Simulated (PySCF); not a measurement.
Compound: C3H8O2Si.
Bonds: C1–O2, O2–C3, C3–O4 (double), C3–C5, C5–Si6. Hydrogens: H7, H8, H9 on C1; H10, H11 on C5; H12, H13, H14 on Si6.

A GFN2-xTB structure with every atom displaced at random (by about 0.01 Å) was refined with PBE0-D3(BJ)/def2-SVP geometry optimisation, gas phase in PySCF. Values at the start:

```tsv
coordinate	start
C1–O2	1.440 Å
C1–H7	1.083 Å
O2–C3	1.356 Å
C3=O4	1.216 Å
C3–C5	1.468 Å
C5–Si6	1.918 Å
C5–H10	1.108 Å
Si6–H12	1.453 Å
C1–O2–C3	117.7°
O2–C3–O4	121.0°
O2–C3–C5	111.1°
C3–C5–Si6	107.8°
O4–C3–C5	127.9°
O2–C3–C5–Si6	89°
```

Q: How do these coordinates change at the PBE0-D3(BJ)/def2-SVP level?

A: 
```
  coordinate  PBE0-D3(BJ)/def2-SVP (Å or °)  change
     Si6–H12                          1.493  +0.040
       C3–C5                          1.497  +0.029
       C1–O2                          1.416  -0.024
      C5–Si6                          1.899  -0.019
       C1–H7                          1.100  +0.017
       O2–C3                          1.343  -0.013
       C3=O4                          1.203  -0.013
      C5–H10                          1.101  -0.007
   C3–C5–Si6                          113.0    +5.2
    O4–C3–C5                          125.7    -2.2
    O2–C3–O4                          123.1    +2.1
    C1–O2–C3                          115.8    -1.9
    O2–C3–C5                          111.1     0.0
O2–C3–C5–Si6                             75     -14
```

The energy falls by 3.6 kcal/mol over 19 energy and gradient evaluations, the largest force component goes from 0.0411 to 3.8e-04 Eh/bohr, and the atoms move by 0.322 Å rms after alignment. The bond that changes most is Si6–H12 (SiH3 silicon to Si–H hydrogen), which lengthens by 0.040 Å. Bonds longer at the end by more than 0.005 Å: 7 of 13; shorter: 6. Among the dihedrals that turn most is H9–C1–O2–C3, from -110° to -58°. Rotational constants go from 5549, 1599, 1448 to 5457, 1615, 1408 MHz.

The run used 128 basis functions and 127 SCF cycles in all. Time: 2.0 min; peak memory 0.48 GiB. Hardware: an Arm Neoverse V1 with one thread, on a shared host.

Not checked by PBE0-D3(BJ)/def2-SVP frequencies. One conformer, not necessarily the lowest.
